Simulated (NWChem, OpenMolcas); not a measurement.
## The same job for NWChem

OpenMolcas 26.06 runs this on SiCl4 (silicon tetrachloride):

input.xyz:
```
5

Cl    -0.962600    -0.087600     1.762300
Si     0.010000    -0.014700    -0.008300
Cl     1.655400    -1.185900     0.078100
Cl    -1.212100    -0.676900    -1.476100
Cl     0.559300     1.891400    -0.397500
```

calc.inp:
```
&gateway
 baslib = $CurrDir
 coord = input.xyz
 basis = cc-pVDZ
 group = NoSym

&seward
 gridinput
 Grid=UltraFine
 End of Grid

&scf
 ksdft = M06L
 thresholds = 1e-10 1e-07 1e-07 1e-05
 prorbitals = 1 2

&alaska
```

```bash
$ export MOLCAS_MEM=1860
$ pymolcas calc.inp > calc.log
```

(Basis files named in the input come from the Basis Set Exchange and aren't shown.)

The shape is that of a PBE0-D4/def2-TZVP optimisation.

It gives a total energy of -2130.499169 Eh.

Task: How is this level of theory, on these atoms, set up in NWChem 7.3.0 as an input file of the program's own?

Result: One way, which was run:

nw.nw:
```
start nw
memory 2200 mb
geometry noautosym nocenter noautoz
Cl   -0.962600   -0.087600    1.762300
Si    0.010000   -0.014700   -0.008300
Cl    1.655400   -1.185900    0.078100
Cl   -1.212100   -0.676900   -1.476100
Cl    0.559300    1.891400   -0.397500
end
basis spherical bse
* library cc-pVDZ
end
dft
xc m06-l
grid fine
convergence energy 1e-08
iterations 100
mulliken
end
task dft gradient
```

```bash
$ nwchem nw.nw > nw.out
```

Its energy is -2130.499131 Eh, 0.038 mEh from the first; the programs' integration grids differ.
